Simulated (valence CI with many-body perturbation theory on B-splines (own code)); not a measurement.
## Questions on Pb⁷⁴⁺

Method: relativistic CI+MBPT: six valence electrons over a frozen Dirac-Fock core [He], radial functions for each j: 9 s, 9 p, 8 d, 6 f, 3 g, 1 h, with the one-electron correlation potential Σ1 (screened to all orders), the two-electron term Σ2, the three-electron term Σ3, Breit, model QED; selected single and double excitations, second order for the rest, scaled by the run's own slope (own B-spline code, finite nucleus).

The last digits are not significant, and no measured levels were compared; by estimate large intervals hold to a few tenths of a per cent, small ones and those within an open d or f shell to about a per cent. Among the levels kept, up to 1900 cm⁻¹ of a level comes from second order outside the variational space, and about a tenth of that is noise between levels of different J, which matters for small intervals.

Levels are named by their leading jj configuration (3d3/2^4 stands for four electrons in 3d with j = 3/2), which in mixed levels can hold well under half, so a name can repeat and another be missing.

Rates and lifetimes use the calculated energies. Strong lines usually hold to 10 to 20 %, long lifetimes can be off by a factor of two.

Question: What is the ground level?

Answer: (2s^2 2p1/2^2 2p3/2^2) J=2, composition 68 % 2s²2p⁴ ³P + 32 % 2s²2p⁴ ¹D, g = 1.295.

Question: What is the ionisation energy?

Answer: 20378 eV; NIST lists 20380 ± 90 eV (theoretical).

Question: Among levels below 109800 × 10³ cm⁻¹, which E1 lines absorb most strongly from the ground level?

Answer: to (2s^2 2p1/2^2 2p3/2 3d5/2) J=3 at 0.1055 nm, f = 0.829; to (2s^2 2p1/2^2 2p3/2 3d5/2) J=2 at 0.1057 nm, f = 0.265; to (2s 2p1/2^2 2p3/2^2 3p1/2) J=3 at 0.09224 nm, f = 0.139.

Question: Name the longest-lived excited levels whose lifetime is computed, and their main decay.

Answer: (2s^2 2p1/2^2 2p3/2^2) J=0 at 574.91 × 10³ cm⁻¹ lives 8.38 ms, mostly by E2 to (2s^2 2p1/2^2 2p3/2^2) J=2; (2s^2 2p1/2 2p3/2^3) J=2 at 18393 × 10³ cm⁻¹ lives 18.9 ps, mostly by M1 to (2s^2 2p1/2^2 2p3/2^2) J=2; (2s^2 2p1/2 2p3/2^3) J=1 at 18244 × 10³ cm⁻¹ lives 8.39 ps, mostly by M1 to (2s^2 2p1/2^2 2p3/2^2) J=2.

Question: How well does LS coupling describe the low levels?

Answer: Among the lowest 20 levels the leading LS term, summed over configurations, holds 60 % on average. For single configurations the figures are 60 % in LS and 100 % in jj coupling. Terms mix most in the J = 2 level at 86905 × 10³ cm⁻¹, where the leading one holds 26 %.

Question: Where does the other parity begin?

Answer: At (2s 2p1/2^2 2p3/2^3) J=2, 22113 × 10³ cm⁻¹.

Question: What are the static dipole polarisabilities of the lowest levels?

Answer: (2s^2 2p1/2^2 2p3/2^2) J=2 3.38e-05 (tensor 4.4e-07); (2s^2 2p1/2^2 2p3/2^2) J=0 3.32e-05 bohr³, of which the core gives 1.32e-07.
